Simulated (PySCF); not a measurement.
# Field gradients at the hydrogen positions

Compound: C5H13ClOSi2.
Structure used (GFN2-xTB), in Å, numbered top down from 1:
```
atom  x, y, z in Å
C1    -1.5564    0.9888    1.0596
C2    -1.7874    0.1866   -0.2173
C3    -1.5799   -1.3142    0.0251
C4    -0.0885   -1.6069    0.2292
Si5    0.7707   -0.3783   -0.9406
Cl6    1.6198   -1.2302   -2.5644
O7     1.9068    0.5181   -0.2157
Si8    3.3565    0.8821    0.4311
C9    -0.8003    0.6238   -1.3097
H10   -2.1792    0.6104    1.8678
H11   -1.8047    2.0359    0.8999
H12   -0.5144    0.9300    1.3634
H13   -2.8177    0.3569   -0.5491
H14   -2.1705   -1.6510    0.8788
H15   -1.9282   -1.8581   -0.8557
H16    0.1911   -1.4253    1.2663
H17    0.1196   -2.6554    0.0245
H18    4.3898    0.2901   -0.4130
H19    3.3721    2.3415    0.4279
H20    3.3582    0.3094    1.7766
H21   -0.6680    1.7036   -1.2964
H22   -1.1996    0.3616   -2.2898
```

Level: PBE0/pcSseg-1 (PySCF, non-relativistic); Q(2H) = 0.00286 b; rigid geometry, the same for H and D, with no vibrational averaging.

Problem. Rank these positions by the coupling χzz of a deuteron there, largest first.
A. H15 (methylene hydrogen)
B. H18 (Si–H hydrogen)
C. H11 (methyl hydrogen)
D. H13 (methine hydrogen)

Solution. C (212 kHz), A (204 kHz), D (200 kHz), B (108 kHz).

Problem. Give the electric field gradient Vzz (the principal value of largest size), its asymmetry and the 2H coupling at each hydrogen.

Solution. 
```json
{"atom": "H10", "bonded to": "C1", "bond length (Å)": "1.088", "Vzz (au)": "0.3150", "η": "0.02", "χzz (kHz)": "212"}
{"atom": "H11", "bonded to": "C1", "bond length (Å)": "1.088", "Vzz (au)": "0.3155", "η": "0.02", "χzz (kHz)": "212"}
{"atom": "H12", "bonded to": "C1", "bond length (Å)": "1.087", "Vzz (au)": "0.3142", "η": "0.03", "χzz (kHz)": "211"}
{"atom": "H13", "bonded to": "C2", "bond length (Å)": "1.096", "Vzz (au)": "0.2969", "η": "0.01", "χzz (kHz)": "200"}
{"atom": "H14", "bonded to": "C3", "bond length (Å)": "1.091", "Vzz (au)": "0.3075", "η": "0.01", "χzz (kHz)": "207"}
{"atom": "H15", "bonded to": "C3", "bond length (Å)": "1.092", "Vzz (au)": "0.3037", "η": "0.01", "χzz (kHz)": "204"}
{"atom": "H16", "bonded to": "C4", "bond length (Å)": "1.089", "Vzz (au)": "0.3171", "η": "0.03", "χzz (kHz)": "213"}
{"atom": "H17", "bonded to": "C4", "bond length (Å)": "1.088", "Vzz (au)": "0.3191", "η": "0.03", "χzz (kHz)": "214"}
{"atom": "H18", "bonded to": "Si8", "bond length (Å)": "1.460", "Vzz (au)": "0.1614", "η": "0.03", "χzz (kHz)": "108"}
{"atom": "H19", "bonded to": "Si8", "bond length (Å)": "1.460", "Vzz (au)": "0.1623", "η": "0.02", "χzz (kHz)": "109"}
{"atom": "H20", "bonded to": "Si8", "bond length (Å)": "1.462", "Vzz (au)": "0.1603", "η": "0.03", "χzz (kHz)": "108"}
{"atom": "H21", "bonded to": "C9", "bond length (Å)": "1.088", "Vzz (au)": "0.3195", "η": "0.04", "χzz (kHz)": "215"}
{"atom": "H22", "bonded to": "C9", "bond length (Å)": "1.090", "Vzz (au)": "0.3150", "η": "0.03", "χzz (kHz)": "212"}
```

Problem. Average by the element that carries the hydrogen.

Solution. on C: 210 kHz over 10 positions, mean bond length 1.090 Å; on Si: 108 kHz over 3 positions, mean bond length 1.461 Å.

Problem. How does χzz go with the bond length over the 10 C–H bonds?

Solution. A straight-line fit has a slope of -16.9 kHz for each 0.01 Å, with a correlation coefficient of -0.91, over lengths from 1.087 to 1.096 Å. The longer bonds have the smaller couplings here.

Problem. A static deuteron (I = 1) shows a doublet split by (3/2)χ, (3/4)χ(1 + η) and (3/4)χ(1 − η) with the field along z, y and x of the gradient. What are these for H18?

Solution. With |χ| = 108.5 kHz and η = 0.027: 163, 84 and 79 kHz, to first order and without motion.

One conformer (not necessarily the lowest) at the GFN2-xTB geometry, without solvent, vibrations or thermal averaging. GFN2-xTB bond lengths can be off by several hundredths of an ångström, more for odd bonds, and the gradients follow them. These gradients aren't converged with respect to the basis.

The run behind these numbers computed NMR shieldings as well. Hardware: an Arm Neoverse N1 with one thread, shared host with 64 logical CPUs at a one-minute load of 60. Cost: 1.9 min wall, 1.0 GiB resident at most.
